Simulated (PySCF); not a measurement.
Computed IR spectrum (relative IR intensity) of a molecule C2H7NSi2. Geometry: PBE0-D3(BJ)/def2-SVP. The values are those of a single conformer. All values below come from PBE0-D3(BJ)/def2-SVP in PySCF. Frequencies are harmonic and unscaled.

Lines under 2 % of the strongest are left out, and lines within 2 cm⁻¹ are merged.

```json
[
 {"ν (cm⁻¹)": "118", "relative intensity": "6.1"},
 {"ν (cm⁻¹)": "146", "relative intensity": "3.7"},
 {"ν (cm⁻¹)": "228", "relative intensity": "40"},
 {"ν (cm⁻¹)": "287", "relative intensity": "5.2"},
 {"ν (cm⁻¹)": "327", "relative intensity": "34"},
 {"ν (cm⁻¹)": "415", "relative intensity": "5.9"},
 {"ν (cm⁻¹)": "499", "relative intensity": "4.6"},
 {"ν (cm⁻¹)": "650", "relative intensity": "12"},
 {"ν (cm⁻¹)": "677", "relative intensity": "8.2"},
 {"ν (cm⁻¹)": "710", "relative intensity": "5.8"},
 {"ν (cm⁻¹)": "738", "relative intensity": "19"},
 {"ν (cm⁻¹)": "772", "relative intensity": "46"},
 {"ν (cm⁻¹)": "807", "relative intensity": "40"},
 {"ν (cm⁻¹)": "875", "relative intensity": "24"},
 {"ν (cm⁻¹)": "918", "relative intensity": "100"},
 {"ν (cm⁻¹)": "954", "relative intensity": "42"},
 {"ν (cm⁻¹)": "1275", "relative intensity": "10.0"},
 {"ν (cm⁻¹)": "1536", "relative intensity": "22"},
 {"ν (cm⁻¹)": "2199", "relative intensity": "57"},
 {"ν (cm⁻¹)": "2202", "relative intensity": "43"},
 {"ν (cm⁻¹)": "2217", "relative intensity": "65"},
 {"ν (cm⁻¹)": "3138", "relative intensity": "4.4"},
 {"ν (cm⁻¹)": "3164", "relative intensity": "9.1"},
 {"ν (cm⁻¹)": "3625", "relative intensity": "19"},
 {"ν (cm⁻¹)": "3730", "relative intensity": "18"}
]
```

Problem. Identify the compound among the candidates.
A) C1=NC[SiH2][SiH2]1
B) N#CC[SiH2][SiH3]
C) C#C[Si@@H](N)[SiH3]
D) N[Si@@H]1C=C[SiH2]1

Solution. D, N[Si@@H]1C=C[SiH2]1
